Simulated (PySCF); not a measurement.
This script is equivalent to a calculation on Sn³⁺ (tin, charge +3).

```python
from pyscf import gto, scf, dft, mp, cc
import basis_set_exchange as bse
txt = bse.get_basis("aug-cc-pwCVDZ-PP", elements=["Sn"], fmt="nwchem", header=False)
cut = txt.index("\nECP")
mol = gto.M(atom="Sn 0 0 0", charge=3, spin=1, symmetry="D2h",
            basis=gto.basis.parse(txt[:cut]),
            ecp={"Sn": gto.basis.parse_ecp(txt[cut:])})
mf = dft.UKS(mol, xc="R2SCAN")
mf.irrep_nelec = {'Ag': (4, 3), 'B1g': (1, 1), 'B2g': (1, 1), 'B3g': (1, 1), 'B1u': (1, 1), 'B2u': (1, 1), 'B3u': (1, 1)}
mf.kernel()
```

What total energy does it give?

-212.406 hartree (calculated).

Which occupied shell lies highest, and where?

5s α, at -36.833 eV.

What is ⟨S²⟩, and what would a pure spin state give?

0.751, against 0.75.

Energies and moments cover only the electrons outside the core potential.
